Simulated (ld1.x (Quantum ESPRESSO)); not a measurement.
# Transferability test, ultrasoft potential for C (Z = 6)

carbon (C), ultrasoft, made with ld1.x (Quantum ESPRESSO) 7.5 (PBEsol, scalar-relativistic). Core [He], reference 2s2 2p2. Waves: 2s (bound): rcut 0.80, rcutus 0.95 bohr; 2s channel at 1.15 Ry: rcut 0.80, rcutus 0.95 bohr; 2p (bound): rcut 2.40, rcutus 2.70 bohr; 2p channel at 2.15 Ry: rcut 2.40, rcutus 2.70 bohr; 3d channel at 0.35 Ry: rcut 2.60, rcutus 3.10 bohr; 3d channel at 3.1 Ry: rcut 2.60, rcutus 3.10 bohr. Local part: all-electron potential smoothed inside 2.10 bohr (lloc = -1). Core correction: none. Augmentation charge: PSQ, inside the norm-conserving radii.

Energies are relative to the spin-unpolarised reference configuration 2s2 2p2; without spin polarisation the order of configurations can differ from experiment.

| valence configuration | charge | ΔE all-electron (eV) | error AE − PS (meV) |
| --- | --- | --- | --- |
| 2s2 2p0 | +2 | 34.807 | -490 |
| 2s1 2p0 | +3 | 82.771 | -884 |
| 2s2 2p2.3 | -0.3 | -1.144 | -2.2 |
| 2s0 2p4 | 0 | 16.873 | +64 |
| 2s1 2p2 | +1 | 19.502 | +24 |

Problem. What are ΔE and the potential's error for 2s2 2p1?

Solution. ΔE = 10.789 eV all-electron; the error (AE − PS) is -95 meV.

Problem. What are ΔE and the potential's error for 2s1 2p3?

Solution. ΔE = 8.427 eV all-electron; the error (AE − PS) is +18 meV.
